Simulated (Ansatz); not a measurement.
`[CH3][Al]([NH2])[SiH2][SiH3]` + `CNBN` → `[NH2][Al]([NH2])[SiH2][SiH3]` + `CBNC`  (redistribution)

Gas-phase electronic energies from Ansatz, PBE0-D4/def2-TZVP geometries. CCSD(T)/CBS adds triple-zeta CCSD(T) − MP2 to the extrapolated MP2 energy (def2 sets, frozen cores). DFT in def2-TZVPP. B3LYP here is the variant with VWN-RPA as its local correlation; programs differ in this. One conformer a species, not always the lowest.

**Question.** Is it downhill or uphill in electronic energy at CCSD(T)/CBS, and by how much? (An estimate is asked.)

**Answer.** Computed: Downhill: ΔE = -1.5 kcal/mol.

**Question.** What do these levels give: PBE-D4, ωB97X-V, ωB97M-V, PBE0, B3LYP, SCS-MP2/def2-TZVPP, CCSD(T)/def2-TZVPP, HF/def2-QZVPP, MP2/def2-QZVPP, HF/CBS(def2), MP2/CBS(def2), CCSD/CBS(def2)? (Best estimate.)

**Answer.** Computed: PBE-D4 0.6, ωB97X-V -0.7, ωB97M-V -0.2, PBE0 0.5, B3LYP -0.1, SCS-MP2/def2-TZVPP -1.6, CCSD(T)/def2-TZVPP -1.3, HF/def2-QZVPP -1.2, MP2/def2-QZVPP -1.5, HF/CBS(def2) -1.2, MP2/CBS(def2) -1.5, CCSD/CBS(def2) -1.6 kcal/mol.

Largest T1 diagnostic among the species: 0.013.
